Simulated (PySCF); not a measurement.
From one molecule to another.

First species: [CrO3Cl]- (charge -1 and singlet state).
SMILES: `[O]=[Cr-](=[O])(=[O])[Cl]`

Second species: C5H8O.
Bonds: C1–C2 (double), C2–C3, C3–O4 (double), C3–C5, C5–C6. Hydrogens: H7, H8 on C1; H9 on C2; H10, H11 on C5; H12, H13, H14 on C6.

Levels: wB97X-D/def2-SVPD for HOMO energy, LUMO energy, HOMO–LUMO gap, static isotropic polarisability and electronic spatial extent ⟨r²⟩ about the centre of nuclear charge; TDDFT wB97X-D/def2-SVPD for lowest singlet excitation; TDA wB97X-D/def2-SVPD for lowest triplet excitation (Tamm–Dancoff). Geometries: PBE0-D3(BJ)/def2-SVP. All species are isolated and taken at one optimised geometry, non-relativistic unless stated; the electronic structure was computed with PySCF and density fitting.

Dipoles, sizes and rotational constants follow the conformer. The torsions of the flexible species, by atom-mapped SMILES:
- `[CH2:1]=[CH:2][C:3](=[O:4])[CH2:5][CH3:6]`: C1–C2–C3–O4 178°, C2–C3–C5–C6 179°

```json
{"property": "HOMO energy", "column X": "-9.34 eV", "column Y": "-5.60 eV"}
{"property": "LUMO energy", "column X": "0.07 eV", "column Y": "3.69 eV"}
{"property": "HOMO–LUMO gap", "column X": "9.41 eV", "column Y": "9.29 eV"}
{"property": "lowest singlet excitation", "column X": "3.88 eV", "column Y": "3.42 eV"}
{"property": "lowest triplet excitation (Tamm–Dancoff)", "column X": "3.39 eV", "column Y": "3.08 eV"}
{"property": "static isotropic polarisability", "column X": "64.9 au", "column Y": "62.9 au"}
{"property": "electronic spatial extent ⟨r²⟩ about the centre of nuclear charge", "column X": "675 bohr²", "column Y": "596 bohr²"}
```

(1) Which column belongs to which species?

(2) How does each property change from the first species to the second?

Results:

(1) Column X is the second species and column Y the first. The first has 5 atoms and 66 electrons, the second 14 and 46; their charges are -1 and 0, their HOMO energies -5.60 eV and -9.34 eV.

(2) HOMO energy -3.74 eV; LUMO energy -3.62 eV; HOMO–LUMO gap +0.12 eV; lowest singlet excitation +0.46 eV; lowest triplet excitation (Tamm–Dancoff) +0.31 eV; static isotropic polarisability +2.0 au; electronic spatial extent ⟨r²⟩ about the centre of nuclear charge +79 bohr².

On the first: The 15 singlets span 3.42 to 5.29 eV, and their oscillator strengths add up to 0.04. The vertical singlet–triplet gap S1 − T1 is 0.34 eV (TDDFT singlet less Tamm–Dancoff triplet).

On the second: S1 lies 5.53 eV below the HOMO–LUMO gap; its leading configuration is HOMO→LUMO, weight 0.94. In wavenumbers S1 is 31300 cm⁻¹ (1 eV = 8065.54 cm⁻¹).
